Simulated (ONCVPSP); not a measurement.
**Which change was made? (O, ONCV)**

O (Z = 8), optimised norm-conserving Vanderbilt (ONCV), made with ONCVPSP 4.0.1 (PBE, scalar-relativistic). Core [He], reference 2s2 2p4. Waves: 2s: rc 0.90 bohr, ncon 3, nbas 6, qcut 8.6 1/bohr, 1 projector; 2p: rc 1.85 bohr, ncon 3, nbas 6, qcut 7.1 1/bohr, 2 projectors, debl 3.6 Ha. Local part: polynomial inside 0.80 bohr (lpopt 5, dvloc0 0 Ha). Core correction: Teter function, parameters optimised by the program.

Cutoffs, loose and tight: the cutoffs (Ha) at which the residual kinetic energy of the hardest occupied pseudo-wave falls to 1 and 0.1 mHa per electron. They do not see the model core or the augmentation charge, which bear on the density cutoff. Test errors are all-electron minus pseudo excitation energies from the reference, over the configurations 2s2 2p3; 2s2 2p2; 2s2 2p1; 2s2 2p0; variants that change the core or the reference have their own tests.

The base gives: outcome: generated; cutoff, loose: 33 Ha; cutoff, tight: 94 Ha; bound ghosts: none; GHOST(+) flags above zero: none; largest test error (meV): +6231.

(1) After one change the result is: outcome: generated; cutoff, loose: 33 Ha; cutoff, tight: 94 Ha; bound ghosts: none; GHOST(+) flags above zero: none; largest test error (meV): +4463. Which change was it?
A. p: qcut 8.3
B. reference 2s2 2p3
C. s: qcut 10.8

Results:

(1) A. The others give: s: qcut 10.8 → outcome: generated; cutoff, loose: 40 Ha; cutoff, tight: 50 Ha; bound ghosts: none; GHOST(+) flags above zero: none; largest test error (meV): +6177 | reference 2s2 2p3 → outcome: generated; cutoff, loose: 33 Ha; cutoff, tight: 97 Ha; bound ghosts: none; GHOST(+) flags above zero: none; largest test error (meV): +1635.
